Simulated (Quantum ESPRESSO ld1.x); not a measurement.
Values are calculated unless marked as measured or tabulated.
Task: The aim is the nickel ion Ni3+ in [Ar] 3d7. This ld1.x (Quantum ESPRESSO 7.5) run was made with `OMP_NUM_THREADS=1 ld1.x < ld1.in > ld1.out`. Can the result be used? Name any fault.

```
 &input
    zed=28.0,
    iswitch=1,
    rel=0,
    dft='PBE',
    config='[Ar] 3d7 4s4',
    verbosity='high',
    prefix='ld1',
    max_out_wfc=37,
    file_charge='ld1.rho',
 /
```

Output (excerpt):

```
     Program LD1 v.7.5 starts

 %%%%%%%%%%%%%%%%%%%%%%%%%%%%%%%%%%%%%%%%%%%%%%%%%%%%%%%%%%%%%%%%%%%%%%%%%%%%%%
     Error in routine el_config (7):
     wrong occupancy:4
 %%%%%%%%%%%%%%%%%%%%%%%%%%%%%%%%%%%%%%%%%%%%%%%%%%%%%%%%%%%%%%%%%%%%%%%%%%%%%%

     stopping ...
```

Result: No (refused). The line at issue: config='[Ar] 3d7 4s4'. The program stops in el_config with "wrong occupancy:4": an s shell holds at most 2 electrons. The sound input gives -1505.635 hartree.
